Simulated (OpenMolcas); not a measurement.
**Se: Slater's ratio, the spin-orbit constant, worked from levels**

```
Program             : OpenMolcas
Basis               : ANO-R2 [6s6p4d3f1g]
Scalar Hamiltonian  : X2C, finite nucleus
Active space        : 6 electrons in 9 orbitals (RAS2 4s 4p; RAS3 4d, at most 2 electrons)
State averaging     : 2S+1 = 3 even, 3 roots; 2S+1 = 1 even, 6 roots; 2S+1 = 3 odd, 3 roots (0 in the spin-orbit step)
Spin-orbit coupling : RASSI with atomic mean-field integrals over the reference wave functions, term energies averaged over their components
```

Methods: RASSCF; SS-RASPT2, IPEA 0.25 Eh, imaginary shift 0.1 Eh (closed shells correlated: 3d). Measured levels: NIST Handbook of Basic Atomic Spectroscopic Data.

**Slater's ratio.** With one set of orbitals, p4 has ¹D - ³P = 6 F2 and ¹S - ¹D = 9 F2 (F2 = F²/25), a ratio of 3/2. Term energies are centres of gravity, weighted by 2J + 1.

| Source | ¹D - ³P | ¹S - ³P | F2 from the first | Ratio |
| --- | --- | --- | --- | --- |
| RASSCF | 10330 | 23045 | 1722 | 1.231 |
| SS-RASPT2 | 9060 | 22024 | 1510 | 1.431 |
| measured | 8631 | 21501 | 1438 | 1.491 |

Energies in cm-1. A ratio away from 3/2 shows effects beyond one configuration with one set of orbitals, and in heavier atoms second-order spin-orbit shifts.

**The spin-orbit constant.** For the Hund term ³P of p4, E(J) = (A/2) J(J+1) + constant and ζ = -2S·A = -2A. From J = 0 to J = 2 the energy changes by 3 A.

```json
{"Source": "RASSCF", "E(2) - E(0)": "-2367.0", "A": "-789.0", "ζ": "1578"}
{"Source": "SS-RASPT2", "E(2) - E(0)": "-2370.5", "A": "-790.2", "ζ": "1580"}
{"Source": "measured", "E(2) - E(0)": "-2534.4", "A": "-844.8", "ζ": "1690"}
```

All in cm-1. SS-RASPT2 is off by -6.5 % and RASSCF by -6.6 %. Both methods take the spin-orbit matrix elements from the reference wave functions, so the second can move ζ only through the term energies and any multistate remixing. Second-order mixing with other terms is absorbed into this ζ.

CASPT2 does not keep the components of a term degenerate, so their means are used; among the terms shown or strongly mixed into the levels shown the widest spread is 38 cm-1 (4s² 4p⁴ ¹D, SS-RASPT2). Some high roots are left out of the spin-orbit mixing, which shifts the levels that they would mix with. Active for correlation alone: 4d; no level in the range computed is led by a configuration that fills it, so any true level of that kind is missing. Without dynamic correlation excited terms often stand tens of per cent too high (terms of higher spin than the ground term too low), and those without a measured partner can miss by more than the paired ones (holds for RASSCF). Computed and measured levels are paired by configuration, term and J; levels that our copy of the source lacks, or whose pairing is in doubt (as where it misses far off the trend of its configuration), stay unpaired and out of the deviations. Only configurations of the active space appear.
